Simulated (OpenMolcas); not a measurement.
## B+: effect of the IPEA shift

* Program: OpenMolcas
* Basis: ANO-RCC-VTZP [4s3p2d1f]
* Scalar Hamiltonian: DKH2, point nucleus
* Active space: 2 electrons in 9 orbitals (RAS2 2s 2p; RAS3 3d, at most 2 electrons)
* State averaging: 2S+1 = 3 even, 3 roots; 2S+1 = 1 even, 7 roots; 2S+1 = 3 odd, 3 roots; 2S+1 = 1 odd, 3 roots
* Spin-orbit coupling: state interaction with AMFI integrals over the reference wave functions, term energies averaged over their components

Methods on the same reference wave functions:
A. RASSCF
B. MS-RASPT2, IPEA 0 Eh, imaginary shift 0.1 Eh (closed shells correlated: 1s)
C. MS-RASPT2, IPEA 0.25 Eh, imaginary shift 0.1 Eh (closed shells correlated: 1s)

Energies in cm-1 above 2s2 1S0, the measured ground level; measured values from NIST Handbook of Basic Atomic Spectroscopic Data.

```csv
Level,A,B,C,Measured
2s2 1S0,0.0,0.0,0.0,0.0
2s 2p 3P* 0,36753,37190,37187,37336
2s 2p 3P* 1,36761,37197,37194,37342
2s 2p 3P* 2,36775,37212,37209,37358
2s 2p 1P* 1,75499,74144,74186,73397
2p2 3P0,99420,99034,99076,98911
2p2 3P1,99427,99041,99084,98920
2p2 3P2,99442,99056,99098,98933
2p2 1D2,103701,102857,102880,102363
2p2 1S0,136737,130790,131043,127661
```

Deviations, from unrounded energies. A percentage is the sum of absolute deviations over the sum of measured energies, with the sign that they share, or ± where signs differ.

| Against measurement | Levels | A | B | C |
| --- | --- | --- | --- | --- |
| mean absolute deviation (cm-1) | 9 | 1800 | 570 | 630 |
| other configurations (%) | 9 | ±2.2 | ±0.7 | ±0.8 |

B lies closest to measurement on these levels and A furthest from it. The largest miss of B in the table is 2p2 1S0, by +3100 cm-1. The ranking rests on the paired levels alone, and a cruder setting can come out closer through cancelling errors.

Between B and C the level of the table that moves most is 2p2 1S0, by 250 cm-1 (lowest in B, highest in C).

The lowest spin-free term lies below A's lowest term by 0.027 hartree in B, 0.027 hartree in C.

Active for correlation alone: 3d; no level in the range computed is led by a configuration that fills it, so any true level of that kind is missing. Without dynamic correlation excited terms often stand tens of per cent too high (terms of higher spin than the ground term too low), and those without a measured partner can miss by more than the paired ones (holds for A). Computed and measured levels are paired by configuration, term and J; levels that our copy of the source lacks, or whose pairing is in doubt (as where it misses far off the trend of its configuration), stay unpaired and out of the deviations. Levels of configurations outside the active space are missing.

* marks odd parity.
